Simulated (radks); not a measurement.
Results of a calculation; reference values are marked as such.
Task: The mean radii <r> (bohr) of the occupied orbitals of an atom or ion are listed with their occupations. Level of theory: scalar-relativistic Kohn-Sham, PBE, spin-polarised, spherical densities, finite nucleus; Fermi nuclear charge, rms radius of each element as measured or else 0.836 A^(1/3) + 0.57 fm (a radial shooting solver on a logarithmic mesh with Libxc functionals).

| orbital | occ. | <r> |
|---|---|---|
| 1s up | 1 | 0.02001 |
| 1s down | 1 | 0.02001 |
| 2s up | 1 | 0.08489 |
| 2s down | 1 | 0.08488 |
| 2p up | 3 | 0.07541 |
| 2p down | 3 | 0.07541 |
| 3s up | 1 | 0.2210 |
| 3s down | 1 | 0.2210 |
| 3p up | 3 | 0.2203 |
| 3p down | 3 | 0.2203 |
| 3d up | 5 | 0.1999 |
| 3d down | 5 | 0.1998 |
| 4s up | 1 | 0.4975 |
| 4s down | 1 | 0.4975 |
| 4p up | 3 | 0.5278 |
| 4p down | 3 | 0.5279 |
| 4d up | 5 | 0.5699 |
| 4d down | 5 | 0.5703 |
| 5s up | 1 | 1.205 |
| 5s down | 1 | 1.210 |
| 5p up | 3 | 1.407 |
| 5p down | 3 | 1.415 |
| 4f up | 7 | 0.7446 |
| 4f down | 5 | 0.7539 |

Name the element and its charge. Open shells, if any, are filled with parallel spins first.

Result: Z = 69, thulium, charge +3: Tm3+ in [Xe] 4f12. The 1s radius gives Z: for a bare nucleus <r> = (2 gamma + 1)/(2Z) with gamma = sqrt(1 - (Z/c)^2), 0.01977 bohr for Z = 69, and screening makes it slightly larger (0.02001 here). The occupations add up to 66, and the charge is Z minus that.
